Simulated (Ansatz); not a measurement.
`BC([SiH3])B[SiH3]` + `NB[SeH]` → `NB[Se][SiH3]` + `BC(B)[SiH3]`  (cleavage of the Si–B bond)

Program: Ansatz. Geometries: PBE0-D4/def2-TZVP. ΔE: electronic, gas phase. CBS: MP2 limit from def2 TZ/QZ plus the TZ coupled-cluster correction, frozen cores. Functionals use def2-TZVPP. B3LYP here is the variant with VWN-RPA as its local correlation; programs differ in this. For Se outer-core shells are correlated without core-valence functions, which leaves a few kJ/mol of doubt a bond. Scalar relativity is left out up to krypton. Each species was taken in one conformer, which may not be the lowest.

```csv
level,ΔE (kcal/mol),difference from CCSD(T)/CBS
ωB97X-V,-17.0,1.0
ωB97M-V,-17.6,0.4
PBE,-15.7,2.3
r2SCAN,-17.2,0.8
PBE0,-16.7,1.3
B3LYP,-18.0,0.0
MP2/def2-TZVPP,-19.3,-1.3
SCS-MP2/def2-TZVPP,-19.1,-1.1
CCSD/def2-TZVPP,-17.4,0.6
HF/def2-QZVPP,-21.1,-3.1
CCSD(T)/CBS,-18.0,0
```

Largest T1 diagnostic among the species: 0.013.

In def2-TZVPP, CCSD(T) changes the Hartree–Fock value by +4.0 kcal/mol (the triples alone add +0.3 kcal/mol) and MP2 by +1.7 kcal/mol. From PBE to PBE0 (25 % exact exchange), in def2-TZVPP and without D4, ΔE moves by −1.0 kcal/mol.
